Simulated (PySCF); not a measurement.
# What a mistake does to a calculation on ClGeH3N cation

Calculated results; nothing here was measured. The program is PySCF 2.14.0, an open-source quantum chemistry code, run on an isolated molecule that a program drew, which may never have been made. The molecule is ClGeH3N cation (charge +1, singlet), drawn as the SMILES string `[NH2][GeH+][Cl]`.

Each row is a Hartree-Fock (HF) and frozen-core CCSD(T) single point in the cc-pV(D+d)Z basis, meant for a local HF minimum. Run 1 is clean. Each other run has one planted mistake out of seven kinds, and not every kind appears here: one electron removed, one electron added, multiplicity raised by two, geometry at a saddle point, minimal basis STO-3G, one bond length entered in bohr, all coordinates scaled. The reference is restricted for singlets and unrestricted otherwise, and also for a bond in bohr. Adding or removing an electron swaps singlet and doublet. Electrons count all cores. HOMO and LUMO are orbital energies over both spins, the gradient is its largest component, and the lowest frequency (negative if imaginary) is given only where the gradient is small. Bond lengths are over the 5 bonds as drawn. T1 is the CCSD diagnostic: over 0.02 (restricted) or 0.045 (unrestricted) a single reference is doubtful. Germanium has the cc-pVDZ-PP basis, with a core potential (ECP10MDF) in place of its 10 inner electrons, and its 3s, 3p and 3d shells are frozen in CCSD(T).

Geometry of the clean run:
```xyz
6
ClGeH3N cation, angstrom
N     0.0553   -0.7820    0.4867
Ge   -0.5200   -2.3878    0.2555
Cl   -1.9438   -3.0748    1.5752
H     0.7492   -0.3616   -0.1089
H    -0.2734   -0.1828    1.2257
H    -0.0194   -3.2667   -0.8522
```

| run | electrons | basis functions | <S^2> | HOMO (eV) | LUMO (eV) | gradient (hartree/bohr) | lowest frequency (cm^-1) | mean bond (Å) | longest bond (Å) | T1 | HF (hartree) | CCSD(T) (hartree) | mistake |
|---|---|---|---|---|---|---|---|---|---|---|---|---|---|
| 1 | 58 | 75 | 0.000 | -17.87 | -4.47 | 3.1e-05 | 204 | 1.4587 | 2.059 | 0.0162 | -808.85796 | -809.28984 | no fault |
| 2 | 58 | 75 | 0.000 | -17.97 | -4.38 | 1.0e-02 | - | 1.4383 | 2.030 | 0.0153 | -808.85657 | -809.28601 | all coordinates scaled |
| 3 | 58 | 75 | 0.893 | -17.38 | -6.64 | 1.1e-02 | - | 1.7257 | 2.835 | 0.0328 | -808.75447 | -809.17054 | one bond length entered in bohr |
| 4 | 59 | 75 | 0.769 | -5.81 | 2.60 | 5.9e-02 | - | 1.4587 | 2.059 | 0.0125 | -809.04650 | -809.48205 | one electron added |
| 5 | 57 | 75 | 0.761 | -24.06 | -14.13 | 1.3e-01 | - | 1.4587 | 2.059 | 0.0384 | -808.28415 | -808.67606 | ? |

**Which mistake was planted in run 5, and what did it cost?**

It counts 57 electrons, one fewer than the clean run, at the same geometry and basis. So the mistake is: one electron removed. Subtracting run 1 and multiplying by 627.51 kcal/mol a hartree, the energy moved by 360.1 kcal/mol in HF and 385.2 kcal/mol in CCSD(T).

